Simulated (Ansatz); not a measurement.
Geometry optimisation, RKS PBE/6-31G* (Ansatz).

The input (input.yaml):

```yaml
crystal:
  periodic: [false, false, false]
  atoms:
    - { symbol: C, position_ang: [0.818, -0.7233, 1.7597] }
    - { symbol: Si, position_ang: [0.927, -0.1338, -0.017] }
    - { symbol: S, position_ang: [2.3192, -1.462, -0.9694] }
    - { symbol: C, position_ang: [-0.574, -0.1936, -0.9704] }
    - { symbol: F, position_ang: [-0.3844, -0.0027, -2.3094] }
    - { symbol: Si, position_ang: [-1.745, 1.1507, -0.3477] }
    - { symbol: H, position_ang: [1.7729, -0.7093, 2.2451] }
    - { symbol: H, position_ang: [0.1751, 0.0213, 2.3161] }
    - { symbol: H, position_ang: [0.3318, -1.6607, 1.8562] }
    - { symbol: H, position_ang: [1.5489, 1.2222, -0.0389] }
    - { symbol: H, position_ang: [1.68476, -2.57172, -0.69729] }
    - { symbol: H, position_ang: [-1.104, -1.1779, -0.8667] }
    - { symbol: H, position_ang: [-1.189, 2.5124, -0.5045] }
    - { symbol: H, position_ang: [-2.0867, 0.9437, 1.1104] }
    - { symbol: H, position_ang: [-3.0461, 1.1216, -1.0629] }
basis:
  gaussian: { orbitals: "6-31G*" }
hamiltonian:
  xc: pbe
relax:
  f_tol: 0.015
  max_steps: 40
```

Run as:

```bash
$ ansatz run input.yaml --threads 2 --pin off --max-ram 3072MiB --backend cpu --events-out ev --progress --plain --runs-dir out
```

**Question.** Where does it end, and by what steps?

**Answer.** The run converged. The force dipped under the threshold on the way, but the program's further checks kept it going. After 12 steps the energy has fallen by 0.539 eV; H10 moved furthest, 0.31 Å.

| step | energy less start (eV) | largest force component (eV/Å) | accepted |
| --- | --- | --- | --- |
| 0 | 0.0000 | 2.912 | yes |
| 1 | -0.4058 | 1.305 | yes |
| 2 | -0.5131 | 0.482 | yes |
| 3 | -0.5313 | 0.185 | yes |
| 4 | -0.5350 | 0.078 | yes |
| 5 | -0.5357 | 0.037 | yes |
| 6 | -0.5362 | 0.029 | yes |
| 7 | -0.5375 | 0.029 | yes |
| 8 | -0.5382 | 0.065 | yes |
| 9 | -0.5385 | 0.051 | yes |
| 10 | -0.5390 | 0.010 | yes |
| 11 | -0.5391 | 0.014 | yes |
| 12 | -0.5393 | 0.013 | yes |

```xyz
15
Properties=species:S:1:pos:R:3
C 0.799 -0.606 1.780
Si 1.059 -0.211 -0.051
S 2.434 -1.592 -1.002
C -0.628 -0.157 -0.960
F -0.387 0.194 -2.318
Si -1.870 1.131 -0.275
H 1.773 -0.670 2.293
H 0.198 0.175 2.277
H 0.280 -1.571 1.914
H 1.737 1.109 -0.257
H 1.751 -2.724 -0.672
H -1.100 -1.162 -0.941
H -1.225 2.484 -0.234
H -2.300 0.747 1.115
H -3.073 1.191 -1.166
```

Whether the end is a true minimum wasn't checked by a vibrational analysis.

The run took 40 s on 2 threads of Arm Neoverse V2, on a shared host, peak memory 0.18 GiB.
